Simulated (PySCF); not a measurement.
Here is a computed PBE0-D3(BJ)/def2-SVP geometry (Å):
```
Ge
C   1  1.9562
Ge  2  1.9579  1  114.58
C   3  1.9387  2  110.90  1   -54.21
C   4  1.5085  3  119.72  2    83.32
C   5  1.4946  4   60.21  3   110.05
H   1  1.5431  2  110.29  3  -174.24
H   1  1.5420  2  110.19  3   -54.40
H   1  1.5398  2  110.48  3    65.70
H   2  1.1017  1  108.45  3  -121.97
H   2  1.1016  1  108.73  3   121.95
H   3  1.5461  2  109.42  1    63.82
H   3  1.5455  2  109.56  1  -176.88
H   4  1.0952  3  114.89  2   -60.90
H   5  1.0950  4  118.55  6  -107.85
H   5  1.0935  4  117.77  6   108.68
H   6  1.0947  4  118.46  5   107.96
H   6  1.0934  4  117.85  5  -108.38
```
Z-matrix in Å and degrees, rows numbered from 1.

Neutral, closed shell.

(1) Which heavy atoms are bonded, and with what formal order?

(2) Write the SMILES.

(3) Name the point group.

(4) Which rings does it hold (smallest set)?

(5) Classify the heavy atoms.

(6) What is the arrangement about C2?

(7) What is the arrangement about C4?

Answers

(1) Ge1–C2 (single); C2–Ge3 (single); Ge3–C4 (single); C4–C5 (single); C5–C6 (single); C4–C6 (single). Hydrogens: H7, H8, H9 on Ge1; H10, H11 on C2; H12, H13 on Ge3; H14 on C4; H15, H16 on C5; H17, H18 on C6.

(2) `[GeH3][CH2][GeH2][CH]1CC1`, C4H12Ge2.

(3) C1 (no symmetry element, even within 0.4 Å).

(4) C4–C5–C6 (3 members).

(5) Ge1: germanium bonded to C and 3 H; C2: sp3 carbon bound to germanium; Ge3: germanium bonded to 2 C and 2 H; C4: sp3 carbon bound to germanium; C5/C6: three-membered-ring carbon.

(6) It has 4 neighbours (Ge1, Ge3, H10, H11) and is distorted tetrahedral (angles from 107.1° to 114.6°).

(7) It has 4 neighbours (Ge3, C5, C6, H14) and has angles from 59.4° to 120.6°.
